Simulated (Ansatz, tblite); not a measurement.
Removing and adding an electron: GeCl(NHMe)3 (C₃H₁₂ClGeN₃). The state is a singlet with charge 0. Geometry: PBE0-D4/def2-SVP. Ansatz, gas phase; energy differences of separate SCF runs; the oxidised species was run as a doublet alone; the reduced species was run as a doublet alone.

```xyz
20

Ge    0.0263    0.0210   -0.0199
Cl   -1.2745   -1.0117    1.4234
N     1.4391   -1.0443   -0.3903
C     1.9968   -1.9765    0.5633
H     1.4357   -1.3824   -1.3478
H     3.0333   -2.2373    0.2904
H     2.0378   -1.5155    1.5628
H     1.4242   -2.9178    0.6702
N     0.5895    1.5739    0.7160
C    -0.2193    2.3460    1.6321
H     1.5786    1.5637    0.9449
H     0.1418    3.3865    1.6854
H    -1.2592    2.3895    1.2728
H    -0.2548    1.9431    2.6622
N    -0.9122    0.3562   -1.5288
C    -1.9599   -0.5160   -2.0096
H    -1.1026    1.3444   -1.6622
H    -2.1573   -0.3317   -3.0787
H    -1.6452   -1.5675   -1.9220
H    -2.9183   -0.4237   -1.4640
```

The xTB rows come from tblite.

Q: Estimate orbital energies and vertical ionisation energies and electron affinities at: GFN1-xTB; GFN2-xTB; PBE-D4/def2-TZVPD; PBE0-D4/def2-TZVP; PBE0-D4/def2-TZVPD; r2SCAN0-D4/def2-TZVP; r2SCAN0-D4/def2-TZVPD.

A: 
```
                level  −HOMO (eV)  vertical IE (eV)  −LUMO (eV)  vertical EA (eV)  HOMO–LUMO gap (eV)  IE − EA (eV)                       remarks
             GFN1-xTB       10.47             12.93        4.78              2.26                5.69         10.67                             –
             GFN2-xTB       10.07             12.53        4.64              2.26                5.43         10.27                             –
    PBE-D4/def2-TZVPD        5.58                 –        0.88             -0.58                4.70             –  HOMO above zero (-1 doublet)
    PBE0-D4/def2-TZVP        6.89              8.59       -0.39                 –                7.28             –                             –
   PBE0-D4/def2-TZVPD        6.94                 –        0.13             -0.81                6.81             –  HOMO above zero (-1 doublet)
 r2SCAN0-D4/def2-TZVP        7.09              8.70       -0.67                 –                7.76             –                             –
r2SCAN0-D4/def2-TZVPD        7.13                 –       -0.21             -0.93                7.35             –  HOMO above zero (-1 doublet)
```

Run but left out: PBE-D4/def2-TZVP (charge +1 doublet: an occupied level 0.01 eV above an empty one).   A HOMO above zero means that the electron is unbound at that level or that self-interaction error raises the level; the energy of removing that electron tells which. Raw xTB energy differences between charge states are shifted by several eV; the methods need an empirical correction for them. A negative affinity means that the extra electron isn't bound; its size then hangs on the basis.
